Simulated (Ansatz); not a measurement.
C2H9FSi2 can be A, `C[SiH2]C[SiH2]F`, or B, `C[SiH]([SiH3])CF`.

Gas-phase electronic energies from Ansatz, PBE0-D4/def2-TZVP geometries. CCSD(T)/CBS adds triple-zeta CCSD(T) − MP2 to the extrapolated MP2 energy (def2 sets, frozen cores). Functionals use def2-TZVPP. B3LYP here is the variant with VWN-RPA as its local correlation; programs differ in this. Each species was taken in one conformer, which may not be the lowest.

(1) Which isomer does CCSD(T)/CBS put lower? Give the gap. (Estimate.)

(2) Give E(B) − E(A) in kJ/mol with ωB97M-V, MP2/def2-TZVPP, HF/def2-TZVPP, B3LYP-D4, CCSD/def2-TZVPP, PBE-D4, B3LYP. (Estimate.)

Largest T1 diagnostic: 0.012.

## Answers

(1) The calculation gave: A, by 259.7 kJ/mol.

(2) Computed: ωB97M-V 256.7, MP2/def2-TZVPP 273.8, HF/def2-TZVPP 262.6, B3LYP-D4 244.8, CCSD/def2-TZVPP 257.3, PBE-D4 225.5, B3LYP 243.2. None reverses the order clearly.

From PBE to PBE0 (25 % exact exchange), in def2-TZVPP and without D4, E(B) − E(A) moves by +12.4 kJ/mol.
